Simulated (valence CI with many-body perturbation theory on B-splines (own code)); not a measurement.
The numbers below are computed, except where a source is named.
# In⁹⁺: configurations and terms from energies and g

Method: valence CI with perturbative core correlation (CI+MBPT): four valence electrons over a frozen Dirac-Fock core [Kr], a basis of 9 s, 9 p, 10 d, 8 f, 5 g, 3 h, 1 i functions for each j, with the one-electron correlation potential Σ1 (screened to all orders), the two-electron term Σ2, the three-electron term Σ3, Breit, model QED; selected single and double excitations, second order for the rest, scaled by the run's own slope (own B-spline code, finite nucleus).

No measured levels were compared; by estimate terms of the open shell hold to 2 to 4 % of their energy, and close levels can change places. Core correlation moves these levels by up to 5200 cm⁻¹, and in measured spectra 5 to 20 % of such shifts remained as error; rates that hang on mixing are uncertain with them. The list stops below the first excitations out of the core. Only levels of the ground parity were solved; by the run's estimate the other parity begins above the list, which can be wrong where configurations are misplaced.

```
No.  J  Parity  E (cm⁻¹)      g
  2  1    even      2318  1.499
  3  2    even      5209  1.493
  4  3    even      8159  1.487
  5  4    even     11024  1.476
  8  5    even     30637  1.061
 10  1    even     32278  1.437
 11  6    even     33160  1.143
 12  2    even     33258  0.724
 17  5    even     42909  1.171
 19  6    even     46823  1.022
 21  1    even     47967  0.570
```

Energies count from the lowest level. Strongly mixed levels and levels close to another of their J and parity, and those with J = 0 are left out, so the numbers can have gaps.

Problem. Give configuration and LS term of each level.

Solution. 2: 4d4 5D; 3: 4d4 5D; 4: 4d4 5D; 5: 4d4 5D; 8: 4d4 3H; 10: 4d4 3P; 11: 4d4 3H; 12: 4d4 3F; 17: 4d4 3G; 19: 4d4 1I; 21: 4d4 3D.
